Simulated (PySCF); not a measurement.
C₃H₅, SMILES [CH2]C=C (connectivity only; charge and spin as stated), charge +1, multiplicity 1. Atoms are numbered in the order given.

```xyz
8

C      0.0000    -1.1782     0.2115
C      0.0000     0.0000    -0.4969
C      0.0000     1.1782     0.2115
H      0.0000    -2.1446    -0.2864
H      0.0000    -1.1768     1.2989
H      0.0000     0.0000    -1.5813
H      0.0000     2.1446    -0.2864
H      0.0000     1.1768     1.2989
```
Charge +1, spin multiplicity 1.

Coordinates come from a PBE0-D3(BJ)/def2-TZVP optimisation. The multiplicity is an assumed one; other spin states were not compared. The isomer is the one that the SMILES or the coordinates give; other isomers of the formula were not compared.

Computed with PySCF with PBE0/pcSseg-2.

GIAO shieldings, no solvent; atoms listed in one row are averaged. δ = σ(ref) − σ: ¹³C against TMS (σ = 186.1 ppm); ¹H against TMS (σ = 31.54 ppm), references at their B3LYP-D3(BJ)/def2-TZVP geometries, non-relativistic.

**Question.** Estimate the chemical shifts. (The exact figures need the calculation; the answer reports its results.)

**Answer.** 
| nucleus | atoms | count | δ (ppm) |
|---|---|---|---|
| ¹³C | C1, C3 | 2 | 248.9 |
| ¹³C | C2 | 1 | 159.4 |
| ¹H | H7, H4 | 2 | 10.52 |
| ¹H | H5, H8 | 2 | 10.05 |
| ¹H | H6 | 1 | 9.18 |
